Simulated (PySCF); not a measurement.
CH2Cl, SMILES [CH2]Cl (connectivity only; charge and spin as stated), charge +1, multiplicity 1.

Geometry: PBE-D3(BJ)/def2-TZVP. The multiplicity is an assumed one; other spin states were not compared. The isomer is the one that the SMILES or the coordinates give; other isomers of the formula were not compared.

Level of theory: TDA-CAM-B3LYP/def2-TZVPD run with PySCF.

Vertical excitations.  State labels are in the subgroup C2v.

| state | symmetry | energy (eV) | λ (nm) | f | main pairs |
|---|---|---|---|---|---|
| S1 | A2 | 3.50 | 354 | 0.000 | HOMO→LUMO 100 % |
| S2 | A1 | 7.61 | 163 | 0.207 | HOMO−1→LUMO 89 % |
| S3 | B1 | 7.70 | 161 | 0.000 | HOMO−2→LUMO 98 % |
| S4 | A2 | 8.07 | 154 | 0.000 | HOMO−3→LUMO 99 % |
| S5 | B2 | 9.16 | 135 | 0.000 | HOMO→LUMO+1 86 % |
| S6 | B2 | 10.72 | 116 | 0.013 | HOMO→LUMO+2 90 % |
| S7 | B1 | 11.04 | 112 | 0.004 | HOMO−1→LUMO+1 85 % |
| S8 | A1 | 11.95 | 104 | 0.147 | HOMO→LUMO+3 96 % |
| S9 | B2 | 12.11 | 102 | 0.064 | HOMO→LUMO+5 89 % |
| S10 | A2 | 12.56 | 99 | 0.000 | HOMO→LUMO+4 98 % |
| T1 | A2 | 2.98 | 416 | 0 | HOMO→LUMO 99 % |
| T2 | A1 | 4.25 | 292 | 0 | HOMO−1→LUMO 99 % |
| T3 | B1 | 6.70 | 185 | 0 | HOMO−2→LUMO 98 % |
| T4 | A2 | 7.25 | 171 | 0 | HOMO−3→LUMO 98 % |
Triplets are in the Tamm–Dancoff approximation.
